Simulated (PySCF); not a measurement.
**Bond length, frequency and bond energy of IrN by level of theory**

State: ¹Σ⁺ (singlet), closed shell. Set-up: Ir def2-TZVPP with ECP60, N def2-TZVPP; scalar-relativistic core potentials (PySCF 2.14). De refers to Ir (5d7 6s2) + N in their high-spin ground configurations, without counterpoise correction. A positive dipole means Ir(−)N(+).

```tsv
Level	Re (Å)	ωe (cm⁻¹)	De (eV)	μ (D)	CPU s a point (SCF and correlation, without the integrals)
RHF	1.548	1353	n/a	-2.11	0.43
RHF-MP2	1.626	1164	n/a	n/a	0.65
RHF-SCS-MP2	1.621	1163	n/a	n/a	n/a
RHF-CCSD	1.585	1238	4.58	n/a	n/a
RHF-CCSD(T)	1.601	1185	5.43	n/a	14
LDA	1.584	1255	n/a	-1.13	0.73
PBE	1.597	1211	n/a	-1.21	1.1
revPBE	1.601	1201	n/a	-1.25	0.81
TPSS	1.599	1205	n/a	-1.44	1.1
r²SCAN	1.588	1241	n/a	-1.43	1.1
B3LYP	1.588	1240	n/a	-1.42	1.7
PBE0	1.576	1276	n/a	-1.49	2.3
LC-ωPBE	1.564	1325	n/a	-1.84	1.5
```

Problem. What does the step from GGA to meta-GGA do here, going from PBE to r²SCAN?

Solution. r²SCAN less PBE: -0.9 pm in Re, +2.5 % in ωe. 

Problem. What does the gradient correction do here, going from LDA to PBE?

Solution. PBE less LDA: +1.3 pm in Re, -3.5 % in ωe. The gradient correction favours the more uneven density of free atoms, so it tends to lengthen bonds and takes away much of the overbinding of LDA; so it does here.

Problem. What does second-order correlation do here, going from RHF to RHF-MP2?

Solution. RHF-MP2 less RHF: +7.8 pm in Re, -14.0 % in ωe. Correlation nearly always deepens the well. The bond lengthens, as in strong covalent bonds, where excitations into antibonding orbitals dominate.

Correlated steps freeze 1 core orbital. De is left out where the level can put another filling of the metal’s s and d shells below the measured ground configuration, by anything from nothing to about 1 eV. These are scalar-relativistic numbers at best; spin–orbit coupling would shift them, the dissociation energy most. Where the molecule has an RHF reference, its open-shell atoms are computed with UHF. The CCSD T1 diagnostic is raised, a sign that a single reference may not be enough here.

The whole job (state search and all levels along the bond) took about 7.2 min on 1 thread of Intel Xeon Platinum 8488C (shared host), peak memory 1.8 GiB.
